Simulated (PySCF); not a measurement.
A PySCF script (with the pyscf-properties extension) for the NMR shieldings of SMILES B[SiH2]O[SiH3], BH7OSi2, on a GFN2-xTB geometry:

```python
import basis_set_exchange as bse
import numpy as np
from pyscf import gto, dft
from pyscf.prop import nmr

atoms = """
B     2.224647   -0.119696    0.034372
Si    0.562737   -0.950808    0.638874
O    -0.758601   -0.163495    0.084125
Si   -1.837916    0.862046   -0.531441
H     2.249599    0.837825   -0.638035
H     3.259333   -0.572369    0.341613
H     0.331933   -2.333436    0.177227
H     0.356797   -0.965298    2.100401
H    -2.611321    0.101650   -1.511145
H    -1.114200    1.967790   -1.163472
H    -2.657583    1.338462    0.581239
"""
names = dict.fromkeys(["B", "Si", "O", "H"], "pcSseg-1")
basis = {el: gto.basis.parse(bse.get_basis(n, elements=[el], fmt="nwchem")) for el, n in names.items()}
mol = gto.M(atom=atoms, basis=basis, charge=0, verbose=0)
mf = dft.RKS(mol, xc="PBE0")
mf.grids.level = 2
mf.grids.alignment = dft.numint.BLKSIZE   # the property module wants whole blocks of grid points
mf.conv_tol = 1e-9
mf.kernel()

calc = nmr.RKS(mf)   # GIAO
C = mf.mo_coeff
Co = C[:, mf.mo_occ > 0]
resp = mf.gen_response(singlet=True, hermi=2)
def vind(x):   # induced exchange potential for any number of trial vectors
    d = np.einsum("pi,xij,qj->xpq", C, 2 * x.reshape(-1, C.shape[1], Co.shape[1]), Co, optimize=True)
    return np.einsum("xpq,pi,qj->xij", resp(d - d.transpose(0, 2, 1)), C, Co, optimize=True).ravel()
mo1, _ = nmr.rhf.solve_mo1(calc, with_cphf=vind)
sigma = calc.kernel(mo1)
for i, s in enumerate(sigma):   # ppm
    print("%2d %-2s %9.2f" % (i, mol.atom_pure_symbol(i), np.trace(s) / 3))
```

Question: Give the expected output.

Answer: 
```
 0 B     -20.39
 1 Si    377.83
 2 O     347.96
 3 Si    396.12
 4 H      20.74
 5 H      21.16
 6 H      25.89
 7 H      25.89
 8 H      26.52
 9 H      26.32
10 H      26.52
```

These numbers come from an equivalent density-fitted implementation of the same equations, which agrees with the script to about 0.01 ppm for H and up to a few tenths of a ppm for heavy atoms, so last digits may differ.

Size and cost of the density-fitted run: 117 basis functions, 23 s wall time on 1 thread of an Arm Neoverse N1, shared host; peak memory 0.56 GiB.
